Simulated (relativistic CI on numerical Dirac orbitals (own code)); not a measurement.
# How well does a small relativistic CI reproduce Ta6+?

Calculated at this level of theory: Dirac-Coulomb-Breit CI, separate exchange-only KLI orbitals for each configuration, QED by a radiative potential, unscaled Slater integrals (own radial code, finite nucleus).

CI space (outside the closed core [Kr] 4d10): 4f13 5s2 5p6, 4f14 5s2 5p5, 4f13 5s2 5p5 5d, 4f12 5s2 5p6 5d, 4f13 5s2 5p5 5f, 4f14 5s 5p6, 4f13 5s 5p6 5d, 4f12 5s2 5p6 6s, 4f13 5s2 5p5 6s, 4f13 5s2 5p5 5g, 4f12 5s2 5p6 6p, 4f13 5s2 5p5 6p, 4f13 5s 5p6 5f, 4f12 5s2 5p6 6d, 4f12 5s2 5p6 5f, 4f13 5s 5p6 5g, 4f12 5s2 5p6 7s, 4f13 5s2 5p5 6d, 4f11 5s2 5p6 6s 6p, 4f12 5s2 5p6 7p, 4f13 5s2 5p5 7s, 4f11 5s2 5p6 6s2, 4f11 5s2 5p5 5d 6s2, 4f10 5s2 5p6 5d 6s2, 4f11 5s2 5p5 5f 6s2, 4f11 5s 5p6 5d 6s2. Double excitations out of closed p, d and f shells are left out; levels of such configurations are missing from the list, as are those of other unlisted configurations, and high levels can miss mixing partners.

```
  Configuration  Term (tabulated)    J  Measured (cm⁻¹)  Computed  Error  Purity (%)
   4f13 5s2 5p6               2F°  7/2              0.0         0      0         100
   4f13 5s2 5p6               2F°  5/2          15379.5     15137   -242         100
   4f14 5s2 5p5               2P°  3/2          57512.8     69743  12231         100
   4f14 5s2 5p5               2P°  1/2         134169.4    146502  12333          99
4f12 5s2 5p6 5d                2D  5/2         426995.0    420837  -6158          60
```

Measured levels from measured levels as listed in Bokamba Motoumba et al., J. Quant. Spectrosc. Radiat. Transfer 316, 108921 (2024); pairs were made by configuration, J and term (by order where the table uses no LS term), so strongly mixed levels may be paired wrongly.

Mean error by configuration (cm⁻¹): 4f13 5s2 5p6 -242; 4f14 5s2 5p5 12282; 4f12 5s2 5p6 5d -6158. Over the excited levels the mean absolute error is 7741 cm⁻¹ (4 of the 41 excited levels that our extract of the source holds in range could be paired, and the others can miss by more), and the median relative error of those above 1,000 cm⁻¹ is 5.4 %.
